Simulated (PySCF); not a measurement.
Dipole response of Cr (chromium, neutral)

[Ar] 3d5 4s1, high-spin 7S determinant. Computed with PySCF 2.14 in aug-cc-pwCVTZ (10s9p7d4f3g, 127 functions), with the non-relativistic Hamiltonian (point nucleus). Coupled (time-dependent) response in atomic units; α is the mean over directions.

```
method  mean α (bohr³)  C₆ (like pair)  S(−4)
revPBE           72.79           597.1   4154
```

S(−4) is the Cauchy moment in α(ω) = α(0) + S(−4) ω² + …

Reference α: 83 ± 12 bohr³ (recommended; Schwerdtfeger and Nagle, table of static dipole polarizabilities (2023 update)). Published C₆: 602.0 (Chu and Dalgarno (2004); Tang, Norbeck and Certain (1976)).

α(iu) at revPBE:

```json
{"u (hartree)": "0", "α(iu) (bohr³)": "72.79"}
{"u (hartree)": "0.0500", "α(iu) (bohr³)": "63.86"}
{"u (hartree)": "0.100", "α(iu) (bohr³)": "47.49"}
{"u (hartree)": "0.200", "α(iu) (bohr³)": "25.67"}
{"u (hartree)": "0.300", "α(iu) (bohr³)": "16.27"}
{"u (hartree)": "0.500", "α(iu) (bohr³)": "9.022"}
{"u (hartree)": "0.750", "α(iu) (bohr³)": "5.605"}
{"u (hartree)": "1.00", "α(iu) (bohr³)": "3.944"}
{"u (hartree)": "1.50", "α(iu) (bohr³)": "2.349"}
{"u (hartree)": "2.00", "α(iu) (bohr³)": "1.595"}
{"u (hartree)": "3.00", "α(iu) (bohr³)": "0.8919"}
{"u (hartree)": "5.00", "α(iu) (bohr³)": "0.4034"}
```
